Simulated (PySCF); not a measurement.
**Unknown compound**

An unknown has the formula C$_{7}$H$_{8}$O$_{2}$. Its calculated NMR data are:

1H NMR (300 MHz, computed): δ 6.12 (s, 2H), 2.24 (s, 6H).

13C{1H} NMR (computed): δ 179.1 (C), 169.2 (C), 122.5 (CH), 23.1 (CH3).

Computed data (PySCF 2.14): PBE0/pcSseg-1 with gauge-including orbitals, structure optimised with GFN2-xTB. A single conformation, rapidly exchanging positions averaged, no solvent, non-relativistic.

Shifts are taken against calculated references (same method and geometry level): 1H and 13C vs TMS.

**Question.** Deduce the structure.

**Answer.** 
The formula gives 4 degrees of unsaturation (1 ring in the answer). 4 carbon signals for 7 carbons: some carbons are equivalent by symmetry or fast rotation. Carbon types of the structure: 3 × C, 2 × CH, 2 × CH3, which accounts for all hydrogens. δC 179.1: ring carbonyl carbon. δC 169.2: unsaturated ring carbon. δC 122.5: unsaturated ring CH. δC 23.1: methyl carbon on an unsaturated ring; aliphatic region, no heteroatom directly attached. δH 6.12: hydrogen on a unsaturated ring CH. δH 2.24: hydrogen on a methyl carbon on an unsaturated ring.

Structure: SMILES Cc1cc(=O)cc(C)o1.

The shifts were computed for this structure.

Shifts are as computed. Against solution values, carbons near 30 ppm lie about +3 ppm off and those near 130 ppm about +5 ppm. Of 1211 compounds with measured shifts, 218 miss one by over three times the rms of a fit or turn the order of signals round; such compounds aren't used in these exercises. No couplings were computed; multiplicities are counted from neighbouring protons, with m where these are inequivalent, close in shift, in a saturated or five-membered ring or joined by F or P, and br s for small geminal =CH2 splittings.
